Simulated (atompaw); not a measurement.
## Building the PAW (atompaw) potential for Sb (PBEsol, scalar-relativistic).

antimony (Sb), PAW, made with atompaw 4.2.0.5 (PBEsol, scalar-relativistic). Core [Kr], reference 4d10 5s2 5p3. Waves: 5s (bound): rc 1.90 bohr; 5s channel at 2.3 Ry: rc 1.90 bohr; 5p (bound): rc 1.90 bohr; 5p channel at 4.2 Ry: rc 1.90 bohr; 4d (bound): rc 1.55 bohr; 4d channel at 1.75 Ry: rc 1.90 bohr. Local part: bessel scheme, radius 1.25 bohr. Core correction: smooth core density matched at 1.30 bohr. Augmentation charge: gaussian compensation charge, radius 1.60 bohr; PAW radius 1.90 bohr; waves and projectors: custom polynom2 7 10 vanderbiltortho.

All-electron outer shells of the reference configuration (PBEsol, scalar-relativistic, ld1.x):

| shell | level (eV) | outermost node (bohr) | outermost maximum (bohr) |
| --- | --- | --- | --- |
| 4s | -148.62 | 0.39 | 0.73 |
| 4p | -101.63 | 0.39 | 0.76 |
| 4d | -33.45 | 0.38 | 0.84 |
| 5s | -12.88 | 0.95 | 1.90 |
| 5p | -4.84 | 1.04 | 2.35 |

(1) Estimate the cutoffs (Ry, on a coarse ladder) from which the occupation-weighted sum of valence levels, in a spherical-Bessel basis at the reference potential, stays within 10 and 1 mRy of its value at 400 Ry.

(2) What does a ghost test show?

(3) Is the overlap operator S = 1 + Σ q|β⟩⟨β| positive definite (Bessel basis up to 400 Ry)?

(4) Which valence shell sets the plane-wave cutoff?

## Answers

(1) 230 Ry and over 300 Ry.

(2) Ghost states, extra bound levels that the all-electron valence spectrum of the same l lacks: s at -539.4 eV, p at -123.5 eV. A true bound ghost makes a file unfit for plane-wave use.

(3) Yes: its lowest eigenvalue is 0.04 (s channel).

(4) 4d: its level needs 230 Ry to come within 1 mRy, against 18 Ry for 5s.
